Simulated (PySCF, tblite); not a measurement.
Isomers of C3H7FNSi (doublet state), one GFN2-xTB conformer each. Single-point energies are computed at B3LYP/pcH-1 (PySCF, gas phase, no added dispersion term), electronic only. GFN2-xTB treats the open shell by occupation alone, and not every SCF solution was tested for stability.

| SMILES | GFN2-xTB relative energy (kcal/mol) |
| --- | --- |
| F[C@@H]1C[N][SiH2]C1 | 8.1 |
| F[C@H]1CN[SiH]C1 | 0.0 |
| F[C@H]1[CH][SiH2]NC1 | 9.9 |

Conformers: `[F:1][C@@H:2]1[CH2:3][N:4][SiH2:5][CH2:6]1` (doublet state) with F1–C2–C3–N4 -154°, C2–C3–N4–Si5 13°, C3–N4–Si5–C6 6°, N4–Si5–C6–C2 -23°; `[F:1][C@H:2]1[CH2:3][NH:4][SiH:5][CH2:6]1` (doublet state) with F1–C2–C3–N4 162°, C2–C3–N4–Si5 -23°, C3–N4–Si5–C6 1°, N4–Si5–C6–C2 21°; `[F:1][C@H:2]1[CH:3][SiH2:4][NH:5][CH2:6]1` (doublet state) with F1–C2–C3–Si4 141°, C2–C3–Si4–N5 -2°, C3–Si4–N5–C6 -17°, Si4–N5–C6–C2 30°.

Q: What does B3LYP/pcH-1 give for the same structures?

A: 
```json
{"SMILES": "F[C@H]1CN[SiH]C1", "B3LYP/pcH-1 E (Eh)": "-562.61914", "B3LYP/pcH-1 (kcal/mol)": "0.0", "GFN2-xTB (kcal/mol)": "0.0", "point group": "C1"}
{"SMILES": "F[C@H]1[CH][SiH2]NC1", "B3LYP/pcH-1 E (Eh)": "-562.60044", "B3LYP/pcH-1 (kcal/mol)": "11.7", "GFN2-xTB (kcal/mol)": "9.9", "point group": "C1"}
{"SMILES": "F[C@@H]1C[N][SiH2]C1", "B3LYP/pcH-1 E (Eh)": "-562.59083", "B3LYP/pcH-1 (kcal/mol)": "17.8", "GFN2-xTB (kcal/mol)": "8.1", "point group": "C1"}
```

Both levels put the same isomer lowest; measured from each level's own lowest isomer, the values differ by up to 9.7 kcal/mol (F[C@@H]1C[N][SiH2]C1: 8.1 against 17.8). As drawn, the lowest has an N–H bond, which the highest lacks.

Q: What happens when harmonic zero-point energies from GFN2-xTB frequencies are added?

A: 
```csv
SMILES,ZPE (kcal/mol),electronic (kcal/mol),with ZPE (kcal/mol)
F[C@H]1CN[SiH]C1,61.4,0.0,0.0
F[C@H]1[CH][SiH2]NC1,58.2,11.7,8.5
F[C@@H]1C[N][SiH2]C1,58.4,17.8,14.7
```

The zero-point energies span 3.2 kcal/mol. The order is unchanged.
